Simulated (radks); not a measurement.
The numbers below are computed, except where a source is named.
Question: All-electron atom: P in [Ne] 3s1.75 3p3.25 (fractional occupations, a model configuration). Level of theory: scalar-relativistic Kohn-Sham, LDA (Slater exchange, Perdew-Wang correlation), spin-polarised, spherical densities, finite nucleus; open shells are filled with parallel spins first; Fermi nuclear charge, rms radius 3.1889 fm (a radial shooting solver on a logarithmic mesh with Libxc functionals). Some entries of the table are withheld. Estimate them.

orbital  occ.  eigenvalue (eV)  <r> (bohr)
1s up       1        -2076.142      0.1039
1s down     1        -2075.769      0.1039
2s up       1        -173.3070      0.5223
2s down     1        -172.8745      0.5217
2p up       3        -124.7140      0.4867
2p down     3        -124.1875      0.4858
3s up       1              (1)       1.879
3s down  0.75              (2)       1.915
3p up       3          -6.4635       2.308
3p down  0.25          -4.2560       2.493

Answer: 
(1) 3s up eigenvalue (eV): -15.0143
(2) 3s down eigenvalue (eV): -12.4746
